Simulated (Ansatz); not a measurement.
Two isomers of C2H4BNO: A = `N=C1BCO1`, B = `NB1CC1=O`.

Calculated with Ansatz (gas phase, PBE0-D4/def2-TZVP geometries, no zero-point term in ΔE). CCSD(T)/CBS is the MP2 limit (def2-TZVPP, def2-QZVPP) plus CCSD(T) − MP2 in def2-TZVPP, frozen cores. Functionals use def2-TZVPP. B3LYP here is the variant with VWN-RPA as its local correlation; programs differ in this. One conformer a species, not always the lowest.

A:

Z-matrix (Å, degrees):
```
C
O 1 1.463
B 1 1.567 2 89.6
H 1 1.095 2 111.0 3 119.6
H 1 1.095 2 111.0 3 -119.5
C 2 1.378 1 95.0 3 0.0
H 3 1.188 1 138.6 2 180.0
N 6 1.258 2 122.5 1 180.0
H 8 1.016 6 109.6 2 180.0
```

B:

Z-matrix (Å, degrees):
```
C
B 1 1.566
C 1 1.515 2 59.9
H 1 1.090 2 126.2 3 -106.9
H 1 1.094 2 114.8 3 103.9
N 2 1.372 1 146.1 3 177.6
O 3 1.197 1 139.3 2 -172.6
H 6 1.008 2 122.9 1 -1.6
H 6 1.006 2 122.9 1 178.4
```

**Question.** Which is lower in electronic energy at CCSD(T)/CBS, and by how much? (Estimate.)

**Answer.** Ansatz gave: B, by 24.4 kcal/mol.

**Question.** Give E(B) − E(A) in kcal/mol with B3LYP-D4, BLYP-D4, PBE-D4, B3LYP, ωB97M-V, r2SCAN-D4, PBE0-D4. (Best estimate.)

**Answer.** The calculation gave: B3LYP-D4 -26.3, BLYP-D4 -26.4, PBE-D4 -27.2, B3LYP -26.7, ωB97M-V -25.6, r2SCAN-D4 -26.6, PBE0-D4 -26.7. None reverses the order clearly.

**Question.** Does the order hold for the free energy at 298.15 K (harmonic terms from PBE0-D4)? (An estimate is asked.)

**Answer.** The calculation gave: Yes: G(B) − G(A) = -26.3 kcal/mol, for one conformer each.

Largest T1 diagnostic: 0.016.

In def2-TZVPP, CCSD(T) changes the Hartree–Fock value by −1.3 kcal/mol (the triples alone add +0.2 kcal/mol) and MP2 by −3.1 kcal/mol. At CCSD(T), def2-SVP lies −3.4 kcal/mol from the extrapolated value and def2-TZVPP +0.3 kcal/mol.
